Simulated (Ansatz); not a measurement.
A nudged elastic band was laid between two geometries of AlH₇N₂S (11 atoms, charge 0, multiplicity 1).

These are results of Ansatz, UKS B3LYP-D4/6-31G*, not measurements.

- movable images: 5
- climbing image: yes
- spring: 5.0 eV/Å²
- optimiser: quadratic models (default)
- start path: through a guess of the saddle point
- force threshold: 0.05 eV/Å
- iteration limit: 60
- end points: relaxed

Initial state:

```xyz
11
Properties=species:S:1:pos:R:3
Al 0.270 -0.618 -0.194
H 1.186 -0.753 -1.487
N 1.046 -0.703 1.423
N -1.508 -0.875 -0.370
H 1.069 2.663 -0.517
S -0.116 2.046 -0.313
H 2.044 -0.812 1.552
H 0.568 -0.844 2.304
H -2.145 -1.002 0.406
H -1.911 -1.283 -1.205
H -0.503 2.181 -1.598
```

Final state:

```xyz
11
Properties=species:S:1:pos:R:3
Al -0.372 0.096 0.527
H 2.165 0.230 -2.265
N 0.787 -0.561 1.699
N -1.604 -0.914 -0.263
H 1.864 0.754 -1.829
S -0.256 2.256 0.082
H 1.629 -0.084 1.994
H 0.699 -1.451 2.173
H -1.589 -1.925 -0.288
H -2.435 -0.563 -0.722
H -0.887 2.161 -1.109
```

Task: Which bonds break or form, and what moves?

Result: Bonds broken: Al1–H2, H5–S6. Bonds formed: H2–H5. AlH7N2S becomes AlH5N2S + H2.

Task: Give the energies along the band, and the barrier.

Result: It converged. The highest image is number 3 of 0 to 6, 0.71 eV above the first end and 1.44 eV above the last; the last end lies 0.73 eV below the first. A vibrational analysis at the climbing image gives one clearly imaginary mode, 1053i cm⁻¹: a first-order saddle point. The orbitals stay closed-shell, which can raise the energy where a bond breaks towards radicals; this wasn't checked here.

```
image  path coordinate (Å)  energy (eV)  Al1–H2 (Å)  H5–S6 (Å)  H2–H5 (Å)
    0                 0.00         0.00        1.59       1.35       3.55
    1                 1.01         0.04        1.59       1.35       3.03
    2                 2.03         0.18        1.60       1.35       2.33
    3                 3.04         0.71        1.72       1.58       1.18
    4                 4.01        -0.45        2.36       2.51       0.75
    5                 4.99        -0.70        3.05       3.01       0.74
    6                 5.96        -0.73        3.78       3.23       0.75
```

Task: What is the geometry of the highest image?

Result: 
```xyz
11
Properties=species:S:1:pos:R:3
Al 0.144 -0.222 0.053
H 1.346 -0.010 -1.154
N 1.039 -0.666 1.526
N -1.468 -0.854 -0.376
H 0.991 1.108 -1.036
S 0.029 2.206 -0.418
H 2.047 -0.719 1.593
H 0.613 -0.777 2.437
H -1.684 -1.844 -0.396
H -2.233 -0.322 -0.768
H -0.824 2.100 -1.462
```

Task: What are the harmonic wavenumbers there?

Result: 1053i, 114, 154, 196, 233, 270, 284, 311, 344, 370, 545, 635, 699, 709, 754, 893, 1005, 1279, 1324, 1603, 1610, 1644, 2671, 3571, 3576, 3663, 3669 cm⁻¹.

Time of the run: 3 min on 2 threads of Intel(R) Xeon(R) 6975P-C (Granite Rapids) (shared host), peak memory 0.26 GiB.
